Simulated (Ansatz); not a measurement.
`[BH2][SnH2][C]#C` + `COB(F)Cl` → `C#[C][SnH2][Cl]` + `BB(F)OC`  (redistribution)

Program: Ansatz. Geometries: PBE0-D4/def2-TZVP. ΔE: electronic, gas phase. CCSD(T)/CBS is the MP2 limit (def2-TZVPP, def2-QZVPP) plus CCSD(T) − MP2 in def2-TZVPP, frozen cores. def2 core potentials past Kr. For Sn outer-core shells are correlated without core-valence functions, which leaves a few kJ/mol of doubt a bond. One conformer a species, not always the lowest.

`[BH2][SnH2][C]#C`:

Cartesian coordinates in Å:
```
B -0.839 -0.640 1.776
Sn -0.842 0.109 -0.338
C 1.105 0.384 -1.043
C 2.242 0.533 -1.421
H -1.874 -0.849 2.332
H 0.183 -0.836 2.358
H -1.627 1.618 -0.491
H -1.593 -0.985 -1.413
H 3.244 0.666 -1.760
```

`COB(F)Cl`:

Cartesian coordinates in Å:
```
C 0.362 0.223 1.033
O -0.648 -0.307 0.197
B -0.619 -0.354 -1.134
F -1.648 -0.890 -1.763
Cl 0.713 0.260 -2.117
H 0.780 -0.587 1.632
H -0.096 0.957 1.697
H 1.156 0.697 0.454
```

`C#[C][SnH2][Cl]`:

```xyz
7

C     0.015   -0.689   -2.047
C    -0.044   -0.276   -0.916
Sn   -0.167    0.443    1.022
Cl    1.713   -0.348    2.141
H     0.072   -1.056   -3.047
H    -0.069    2.136    1.034
H    -1.519   -0.209    1.812
```

`BB(F)OC`:

Z-matrix (Å, degrees):
```
C
O 1 1.410
H 1 1.097 2 112.4
H 1 1.092 2 109.2 3 120.4
H 1 1.092 2 109.3 3 -120.5
B 2 1.348 1 121.1 3 1.0
F 6 1.337 2 115.5 1 -180.0
B 6 1.696 2 125.8 1 -0.0
H 8 1.198 6 122.0 2 -90.1
H 8 1.198 6 121.9 2 90.6
```

```
           species  CCSD(T)/CBS(def2) energy (Eh)
`[BH2][SnH2][C]#C`                     -317.81248
        `COB(F)Cl`                     -699.54205
 `C#[C][SnH2][Cl]`                     -751.67784
         `BB(F)OC`                     -265.67389
```

Problem. Work out ΔE.

Solution. ΔE = (-751.67784) + (-265.67389) − (-317.81248) − (-699.54205) = 0.00280 Eh = +0.08 eV.

Largest T1 diagnostic among the species: 0.014.

In def2-TZVPP, CCSD(T) changes the Hartree–Fock value by +0.19 eV (the triples alone add +0.02 eV) and MP2 by +0.22 eV. Leaving LDA and LC-ωPBE aside and taking each functional with its dispersion term where it has one, the values, not all of them listed here, spread over 0.11 eV, from B97M-V to PBE-QIDH. LDA lies +0.12 eV from PBE without D4. At CCSD(T), def2-SVP lies +0.15 eV from the extrapolated value and def2-TZVPP +0.06 eV.
